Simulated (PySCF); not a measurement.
GeCl₂, SMILES [Cl][Ge][Cl] (connectivity only; charge and spin as stated), neutral, multiplicity 1. The structure is a stationary point at PBE0-D3(BJ)/def2-TZVP. The isomer is the one that the SMILES or the coordinates give; other isomers of the formula were not compared.

Calculation: PySCF with PBE0-D3(BJ)/def2-TZVP.

Harmonic wavenumbers (cm⁻¹): 158, 388, 409. Rotational constants (GHz): 7.162, 2.553, 1.882; symmetry number 2.

Q: Work out the zero-point energy and the ideal-gas rigid-rotor harmonic-oscillator thermochemistry at 298.15 K and 1 atm.

A: ZPE = ½ Σ hcν = ½ × 955 cm⁻¹ = 1.36 kcal/mol. H − E(el) = 4.52 kcal/mol. Entropy in cal/(mol K): translation 40.80, rotation 25.26, vibration 4.51, total 70.57. G − E(el) = -16.52 kcal/mol. Cp = 12.79 cal/(mol K).
